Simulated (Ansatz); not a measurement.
HNaO, charge -1, doublet (typed; the unrestricted solution is spin-contaminated), geometry from GFN2-xTB (such geometries of metal compounds can be far from the true shape) (a state made from the parent by changing its charge; the spin is typed, not shown lowest) (a gas-phase anion, which may not be bound at this level), with bond 1-2 at 1.5 times its length; HF/6-31G** (Ansatz, a program for electronic structure).

Here is a job for Ansatz.
Ansatz 0.2 input:
```yaml
crystal:
  periodic: [false, false, false]
  atoms:
    - {symbol: Na, position_ang: [0.00000000, 0.00000000, -2.51085238]}
    - {symbol: O, position_ang: [0.00000000, 0.00000000, 1.37739347]}
    - {symbol: H, position_ang: [0.00000000, 0.00000000, 2.34332695]}
basis:
  gaussian:
    orbitals: 6-31G__.json
hamiltonian:
  xc: hf
total_charge: -1
magnetization: {spin_polarized: true, initial_magnetization: 1}
scf: {lower_state_search: standard}
```
The basis file holds 6-31G** in the JSON format of the Basis Set Exchange.

The log (banner, timings and long lists left out):

```
Functional definition: HF
338 factors; integrals over basis functions are off by at most 4.9e-4 eV
mean field evaluation 1: about -6447.3225 eV, gradient 3.4e1 eV
mean field evaluation 2: about -6447.4574 eV, gradient 3.4e1 eV
mean field evaluation 4: about -6453.2982 eV, gradient 1.5e1 eV
mean field evaluation 8: about -6454.5237 eV, gradient 5.9e-1 eV
mean field evaluation 16: about -6454.6294 eV, gradient 1.9e-5 eV
mean field evaluation 32: about -6454.7948 eV, gradient 2.1e-1 eV
mean field evaluation 64: about -6450.3600 eV, gradient 3.0e1 eV
mean field evaluation 96: about -6454.8531 eV, gradient 1.3e-2 eV
mean field evaluation 128: about -6454.8515 eV, gradient 4.4e-2 eV
mean field evaluation 160: about -6451.6356 eV, gradient 3.5e0 eV
mean field evaluation 192: about -6454.8491 eV, gradient 3.2e-1 eV
mean field evaluation 224: about -6454.8040 eV, gradient 2.2e0 eV
mean field evaluation 256: about -6454.5147 eV, gradient 1.2e-1 eV
mean field evaluation 288: about -6453.8647 eV, gradient 9.6e-2 eV
mean field evaluation 320: about -6451.8509 eV, gradient 1.8e1 eV
mean field evaluation 352: about -6453.7476 eV, gradient 4.8e-2 eV
mean field evaluation 384: about -6453.8557 eV, gradient 2.1e0 eV
mean field evaluation 416: about -6453.7459 eV, gradient 3.2e-2 eV
mean field evaluation 448: about -6438.5639 eV, gradient 3.9e1 eV
mean field evaluation 480: about -6454.3639 eV, gradient 6.7e-2 eV
mean field -6454.86120384 eV, -237.2117739792 hartree, gradient 3.4e-6 eV, S^2 1.324627; 6 other end points of the search recorded, 0 dependent functions left out
reference -6454.86120384 eV, -237.2117739792 hartree; 11, 10 occupied and 28, 29 virtual orbitals, 338 factors
Total energy: -6454.86120384 eV, -237.2117739792 hartree
```
